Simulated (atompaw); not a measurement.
## Which change was made? (Gd, PAW (atompaw))

gadolinium, PAW, made with atompaw 4.2.0.5 (PBE, scalar-relativistic). Core [Xe], reference 4f7 5d1 6s1 6p0 (charge +1). Waves: 6s (bound): rc 3.00 bohr; 6s channel at 0.95 Ry: rc 3.00 bohr; 6p (bound, empty): rc 3.00 bohr; 6p channel at 0.2 Ry: rc 3.00 bohr; 5d (bound): rc 2.45 bohr; 5d channel at -0.15 Ry: rc 3.00 bohr; 4f (bound): rc 1.05 bohr; 4f channel at -0.5 Ry: rc 1.05 bohr. Local part: ultrasoft scheme with l = 4 at 0 Ry, radius 2.70 bohr. Core correction: smooth core density matched at 1.65 bohr. Augmentation charge: sinc compensation charge, radius 2.65 bohr; PAW radius 3.00 bohr; waves and projectors: custom rrkj vanderbiltortho.

Cutoffs, loose and tight: the cutoffs (Ry, on a coarse ladder) from which the occupation-weighted sum of valence levels, in a spherical-Bessel basis at the reference potential, stays within 10 and 1 mRy of its value at 400 Ry. They see the waves, projectors and local potential, not the compensation charge or the core.

The base gives: outcome: generated; cutoff, loose: 180 Ry; cutoff, tight: 300 Ry; bound ghosts: p, s.

**Question.** After one change the result is: outcome: generated; cutoff, loose: 18 Ry; cutoff, tight: 21 Ry; bound ghosts: p, s. Which change was it?
A. augmentation sinc compensation charge, radius 2.65 bohr; PAW radius 3.00 bohr; waves and projectors: custom polynom gramschmidtortho
B. all radii scaled by about 1.16 (s 3.46, p 3.46, d 2.84, f 1.22 bohr); local potential ultrasoft scheme with l = 4 at 0 Ry, radius 3.12 bohr; augmentation sinc compensation charge, radius 3.06 bohr; PAW radius 3.46 bohr; waves and projectors: custom rrkj vanderbiltortho; core correction smooth core density matched at 1.90 bohr
C. core [Kr] 4d10, valence charge 18; reference 4f7 5s2 5p6 5d1 6s1.5 6p0; waves now 5s (bound): rc 2.35 bohr; 6s (bound): rc 2.70 bohr; 5p (bound): rc 1.95 bohr; 6p (bound): rc 2.70 bohr; 5d (bound): rc 2.70 bohr; 5d channel at 1.45 Ry: rc 2.70 bohr; 4f (bound): rc 1.15 bohr; 4f channel at 1.05 Ry: rc 1.15 bohr; local potential ultrasoft scheme with l = 4 at 0 Ry, radius 2.60 bohr; core correction smooth core density matched at 2.15 bohr; augmentation sinc compensation charge, radius 2.10 bohr; PAW radius 2.70 bohr; waves and projectors: custom rrkj vanderbiltortho
D. wave 4f (bound): rc 1.05 bohr becomes 4f (bound): rc 2.72 bohr

**Answer.** D. The others give: core [Kr] 4d10, valence charge 18; reference 4f7 5s2 5p6 5d1 6s1.5 6p0; waves now 5s (bound): rc 2.35 bohr; 6s (bound): rc 2.70 bohr; 5p (bound): rc 1.95 bohr; 6p (bound): rc 2.70 bohr; 5d (bound): rc 2.70 bohr; 5d channel at 1.45 Ry: rc 2.70 bohr; 4f (bound): rc 1.15 bohr; 4f channel at 1.05 Ry: rc 1.15 bohr; local potential ultrasoft scheme with l = 4 at 0 Ry, radius 2.60 bohr; core correction smooth core density matched at 2.15 bohr; augmentation sinc compensation charge, radius 2.10 bohr; PAW radius 2.70 bohr; waves and projectors: custom rrkj vanderbiltortho → outcome: failed: atompaw: The overlap operator has at least one negative eigenvalue! | all radii scaled by about 1.16 (s 3.46, p 3.46, d 2.84, f 1.22 bohr); local potential ultrasoft scheme with l = 4 at 0 Ry, radius 3.12 bohr; augmentation sinc compensation charge, radius 3.06 bohr; PAW radius 3.46 bohr; waves and projectors: custom rrkj vanderbiltortho; core correction smooth core density matched at 1.90 bohr → outcome: generated; cutoff, loose: 120 Ry; cutoff, tight: 200 Ry; bound ghosts: none | augmentation sinc compensation charge, radius 2.65 bohr; PAW radius 3.00 bohr; waves and projectors: custom polynom gramschmidtortho → outcome: generated; cutoff, loose: 180 Ry; cutoff, tight: 300 Ry; bound ghosts: s, p.
